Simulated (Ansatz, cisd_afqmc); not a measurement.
System: Se, charge 0, triplet.

Total energies in cc-pVTZ, 6 correlated electrons, 14 frozen orbitals. Radicals and triplets start from unrestricted determinants; spin-orbit coupling is neglected. Correlated methods leave the cores frozen (noble-gas shells, and filled d and f shells in the p block). No relativity. AFQMC is phaseless with a CISD trial state; ± is one standard error, without the phaseless bias. Outlying blocks are dropped, and bars are widened where a walk drifts. Over all cases where full CI ran beside it in this data, AFQMC minus full CI had a median of +0.1 mEh and passed +0.4 mEh in a tenth of the cases.

```csv
method,program,energy (Eh),minus CCSDTQ (mEh)
HF,Ansatz,-2399.87209,123.02
MP2,Ansatz,-2399.97166,23.44
CCSD,Ansatz,-2399.99079,4.32
CCSD(T),Ansatz,-2399.99441,0.70
CCSDT(Q),Ansatz,-2399.99510,0.01
CCSDTQ,Ansatz,-2399.99511,0.00
AFQMC/CISD,cisd_afqmc,-2399.9949 ± 0.0001,0.2 ± 0.1
```

Ansatz is an electronic-structure program.
